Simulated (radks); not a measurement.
Question: Hg2+, configuration [Xe] 4f14 5d10 (the NIST ground configuration). All-electron calculation, Dirac Kohn-Sham, PBE, spin-unpolarised, spherical densities, point nucleus. Program: a radial shooting solver on a logarithmic mesh with Libxc functionals. Some entries of the table are withheld. Estimate them.

orbital,occ.,eigenvalue (eV),<r^2> (bohr^2)
1s1/2,2,-83067.53,0.0003806
2s1/2,2,-14725.37,0.005736
2p1/2,2,-14126.24,(1)
2p3/2,4,-12178.15,(2)
3s1/2,2,-3508.538,0.03723
3p1/2,2,-3239.304,0.03392
3p3/2,4,-2807.789,0.04031
3d3/2,4,-2363.234,0.03086
3d5/2,6,-2270.800,0.03260
4s1/2,2,(3),0.1799
4p1/2,2,-671.0010,0.1833
4p3/2,4,-566.8099,0.2154
4d3/2,4,-378.6291,0.2264
4d5/2,6,-359.2088,0.2377
5s1/2,2,-137.0771,0.9144
4f5/2,6,(4),0.2773
4f7/2,8,(5),0.2852
5p1/2,2,-99.0975,1.068
5p3/2,4,-80.8602,1.292
5d3/2,4,-29.9432,2.330
5d5/2,6,-28.0216,2.514

Answer: 
(1) 2p1/2 <r^2> (bohr^2): 0.004054
(2) 2p3/2 <r^2> (bohr^2): 0.005240
(3) 4s1/2 eigenvalue (eV): -786.3416
(4) 4f5/2 eigenvalue (eV): -117.0910
(5) 4f7/2 eigenvalue (eV): -112.8987
